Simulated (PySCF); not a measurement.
A run for PySCF: R-HF/3-21G on C2H2O3 (a complex), monomers drawn apart or pushed together.

```python
from pyscf import gto, scf, dft, mp
from pyscf.data.elements import chemcore

mol = gto.M(
    atom='''
    O    -1.20654058   -0.02530455   -0.24190497
    C    -0.08137328    0.02406843    0.02665497
    O     1.05660406    0.07162900    0.25576105
    C     0.55750611    0.23793134    3.13821410
    O    -0.49562148    0.15779202    2.56631212
    H     0.61573269    0.30633177    4.24073954
    H     1.51712167    0.24708263    2.59041720
    ''',
    basis='3-21g',
    charge=0, spin=0, verbose=3, max_memory=1800)
mf = scf.RHF(mol)
mf.conv_tol = 1e-8
mf.max_cycle = 100
mf.kernel()
if not mf.converged:
    mf = mf.newton().run(mf.mo_coeff, mf.mo_occ)
```

Program output:

```
converged SCF energy = -299.791528275287
```

The run converged.

Cost: about 0.25 core-seconds (a rough figure).
